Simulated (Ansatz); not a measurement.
Calculated with Ansatz (gas phase, PBE0-D4/def2-TZVP geometries, no zero-point term in ΔE). CCSD(T)/CBS adds triple-zeta CCSD(T) − MP2 to the extrapolated MP2 energy (def2 sets, frozen cores). This one scheme is used for every species. DFT in def2-TZVPP. For Ga outer-core shells are correlated without core-valence functions, which leaves a few kJ/mol of doubt a bond. Scalar relativity is left out up to krypton. Each species was taken in one conformer, which may not be the lowest.

Reaction (formal exchange of groups at a Ga–O bond): `[OH][Ga]([OH])[OH]` + `CC` → `C[CH2][Ga]([OH])[OH]` + H₂O

`[OH][Ga]([OH])[OH]`:

```xyz
7

O    -1.617    0.275   -0.677
Ga    0.000   -0.001    0.000
O     0.196   -0.299    1.738
O     1.421    0.024   -1.061
H    -2.314    0.241   -0.017
H     1.110   -0.434    1.998
H     1.204    0.194   -1.981
```

`CC`:

Z-matrix (Å, degrees):
```
C
C 1 1.519
H 1 1.093 2 111.4
H 1 1.093 2 111.4 3 120.0
H 1 1.093 2 111.4 3 -120.0
H 2 1.093 1 111.4 3 180.0
H 2 1.093 1 111.4 3 -60.0
H 2 1.093 1 111.4 3 60.0
```

`C[CH2][Ga]([OH])[OH]`:

```xyz
12

C     0.098    0.849   -1.646
C     0.605    0.871   -0.209
Ga   -0.111   -0.550    0.923
O    -1.274   -1.744    0.262
O     0.358   -0.715    2.644
H     0.532    1.666   -2.230
H    -0.989    0.951   -1.694
H     0.350   -0.086   -2.151
H     0.367    1.820    0.280
H     1.696    0.789   -0.173
H    -1.579   -2.408    0.882
H    -0.052   -1.445    3.111
```

H₂O:

Z-matrix (Å, degrees):
```
O
H 1 0.960
H 1 0.960 2 105.1
```

| level | ΔE (eV) |
| --- | --- |
| BHLYP | 0.81 |
| RPA@PBE/def2-TZVPP | 0.72 |
| MP2/def2-SVP | 0.94 |
| CCSD(T)/def2-TZVPP | 0.73 |

(1) What does CCSD(T)/CBS give? (Best estimate.)

(2) What do rigid-rotor, harmonic-oscillator terms from PBE0-D4/def2-TZVP frequencies (298.15 K, 1 bar) make of the CCSD(T)/CBS value? (Estimate.)

Largest T1 diagnostic among the species: 0.014.

Results:

(1) The calculation gave: +0.63 eV. The listed levels differ from it by 0.18, 0.09, 0.31, 0.10 eV.

(2) Computed: ΔZPE = -0.06 eV, ΔH = +0.61 eV, ΔS = 24 J/(mol·K), ΔG = +0.53 eV. Modes under 50 cm⁻¹ make the entropy rough.

In def2-TZVPP, CCSD(T) changes the Hartree–Fock value by −0.21 eV (the triples alone add −0.02 eV) and MP2 by −0.20 eV. Leaving LDA and LC-ωPBE aside and taking each functional with its dispersion term where it has one, the values, not all of them listed here, spread over 0.16 eV, from revPBE-D4 to B2PLYP. LDA lies −0.06 eV from PBE without D4. At CCSD(T), def2-SVP lies +0.29 eV from the extrapolated value and def2-TZVPP +0.10 eV.
